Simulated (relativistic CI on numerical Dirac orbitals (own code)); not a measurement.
Values are calculated unless marked as measured or tabulated.
**Quantum defects of the ns series of V4+**

Problem. The ns ²S levels with J = 1/2 of V4+ lie at 4s: 148143.4, 5s: 328217.3, 6s: 403855.1, 7s: 443074.7 cm⁻¹ (Sugar and Corliss, J. Phys. Chem. Ref. Data 7, 1191 (1978)), and the ionisation limit at 526532.0 cm⁻¹ (NIST ASD). Find the quantum defects and predict 8s.

Working.
1. The outer electron sees the charge z = 5; R = 109736.14 cm⁻¹ for this mass. The binding energy T = limit − E defines n* = z√(R/T).
2. Values: 4s: T = 378388.6, n* = 2.6926, δ = n − n* = 1.3074; 5s: T = 198314.7, n* = 3.7194, δ = n − n* = 1.2806; 6s: T = 122676.9, n* = 4.7289, δ = n − n* = 1.2711; 7s: T = 83457.3, n* = 5.7334, δ = n − n* = 1.2666.
3. With δ held at 1.2666: E(8s) = limit − Rz²/(8 − δ)² = 466023.0 cm⁻¹.
4. The Ritz form δ = δ₀ + a/n*² through the last two members has a = 0.3126 and δ₀ = 1.2571, so with n* ≈ 8 − 1.2666, δ(8) = 1.2640 and E = 466070.0 cm⁻¹.

Check. The measured level is 466065.8 cm⁻¹ (δ = 1.2642), so the two predictions miss by -42.8 and 4.2 cm⁻¹. The defect is large because this electron penetrates the core.
